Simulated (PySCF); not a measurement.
Isomers of C6H11NSSi, mass 157.038 u with the commonest isotopes. Computed with PBE0/pcSseg-1 in PySCF (dipole) on a GFN2-xTB geometry, gas phase. One conformer each, none proved a minimum here; rigid rotors.

Question: Order these by rotational constant C, smallest first.
A. `[SiH3:1][C:2](=[C:3]=[S:4])[N:5]1[CH2:6][CH2:7][CH2:8][CH2:9]1` with Si1–C2–N5–C6 -38°, C2–N5–C6–C7 -173°, N5–C6–C7–C8 40°, C6–C7–C8–C9 -34°, C7–C8–C9–N5 16°
B. `[CH3:1][CH2:2][S:3][C@@H:4]1[CH2:5][CH2:6][Si@H:7]1[C:8]#[N:9]` with C1–C2–S3–C4 -80°, C2–S3–C4–C5 -75°, S3–C4–C5–C6 -126°, C4–C5–C6–Si7 8°, C5–C6–Si7–C8 -116°, S3–C4–Si7–C6 125°
C. `[CH2:1]=[N:2][C@@H:3]1[CH2:4][C@@:5]12[CH2:6][C@H:7]2[S:8][SiH3:9]` with C1–N2–C3–C4 -144°, C6–C7–S8–Si9 146°
D. `[CH3:1][S:2][Si@@:3]1([CH3:4])[CH2:5][CH2:6][C@@H:7]1[C:8]#[N:9]` with C1–S2–Si3–C4 -45°, S2–Si3–C5–C6 115°, Si3–C5–C6–C7 -8°, C5–C6–C7–C8 126°, S2–Si3–C7–C6 -121°

Answer: A (541.8 MHz), B (555.2 MHz), D (691.6 MHz), C (772.5 MHz).

Question: Order these by out-of-plane moment Σ m c² = (Ia + Ib − Ic)/2, largest first.
A. `[CH2:1]=[N:2][C@@H:3]1[CH2:4][C@@:5]12[CH2:6][C@H:7]2[S:8][SiH3:9]` with C1–N2–C3–C4 -144°, C6–C7–S8–Si9 146°
B. `[CH3:1][S:2][Si@@:3]1([CH3:4])[CH2:5][CH2:6][C@@H:7]1[C:8]#[N:9]` with C1–S2–Si3–C4 -45°, S2–Si3–C5–C6 115°, Si3–C5–C6–C7 -8°, C5–C6–C7–C8 126°, S2–Si3–C7–C6 -121°
C. `[CH3:1][CH2:2][S:3][C@@H:4]1[CH2:5][CH2:6][Si@H:7]1[C:8]#[N:9]` with C1–C2–S3–C4 -80°, C2–S3–C4–C5 -75°, S3–C4–C5–C6 -126°, C4–C5–C6–Si7 8°, C5–C6–Si7–C8 -116°, S3–C4–Si7–C6 125°
D. `[SiH3:1][C:2](=[C:3]=[S:4])[N:5]1[CH2:6][CH2:7][CH2:8][CH2:9]1` with Si1–C2–N5–C6 -38°, C2–N5–C6–C7 -173°, N5–C6–C7–C8 40°, C6–C7–C8–C9 -34°, C7–C8–C9–N5 16°

Answer: B (104.63 u·Å²), C (77.87 u·Å²), A (70.93 u·Å²), D (13.40 u·Å²).

Question: Order these by radius of gyration √(Σ m r²/M), largest first.
A. `[CH3:1][CH2:2][S:3][C@@H:4]1[CH2:5][CH2:6][Si@H:7]1[C:8]#[N:9]` with C1–C2–S3–C4 -80°, C2–S3–C4–C5 -75°, S3–C4–C5–C6 -126°, C4–C5–C6–Si7 8°, C5–C6–Si7–C8 -116°, S3–C4–Si7–C6 125°
B. `[SiH3:1][C:2](=[C:3]=[S:4])[N:5]1[CH2:6][CH2:7][CH2:8][CH2:9]1` with Si1–C2–N5–C6 -38°, C2–N5–C6–C7 -173°, N5–C6–C7–C8 40°, C6–C7–C8–C9 -34°, C7–C8–C9–N5 16°
C. `[CH2:1]=[N:2][C@@H:3]1[CH2:4][C@@:5]12[CH2:6][C@H:7]2[S:8][SiH3:9]` with C1–N2–C3–C4 -144°, C6–C7–S8–Si9 146°
D. `[CH3:1][S:2][Si@@:3]1([CH3:4])[CH2:5][CH2:6][C@@H:7]1[C:8]#[N:9]` with C1–S2–Si3–C4 -45°, S2–Si3–C5–C6 115°, Si3–C5–C6–C7 -8°, C5–C6–C7–C8 126°, S2–Si3–C7–C6 -121°

Answer: A (2.509 Å), B (2.455 Å), D (2.306 Å), C (2.149 Å).

| SMILES | point group | Ia (u·Å²) | Ib (u·Å²) | Ic (u·Å²) | κ | μa (D) | μb (D) | μc (D) |
| --- | --- | --- | --- | --- | --- | --- | --- | --- |
| CS[Si@@]1(C)CC[C@@H]1C#N | C1 | 266.02 | 673.95 | 730.71 | -0.90 | 3.81 | 2.18 | 2.04 |
| C=N[C@@H]1C[C@@]12C[C@H]2S[SiH3] | C1 | 361.92 | 434.17 | 654.23 | 0.26 | 2.68 | 0.99 | 0.26 |
| [SiH3]C(=C=S)N1CCCC1 | C1 | 305.67 | 653.88 | 932.75 | -0.58 | 2.78 | 0.77 | 0.31 |
| CCS[C@@H]1CC[Si@H]1C#N | C1 | 263.33 | 802.72 | 910.31 | -0.89 | 2.61 | 2.76 | 0.78 |
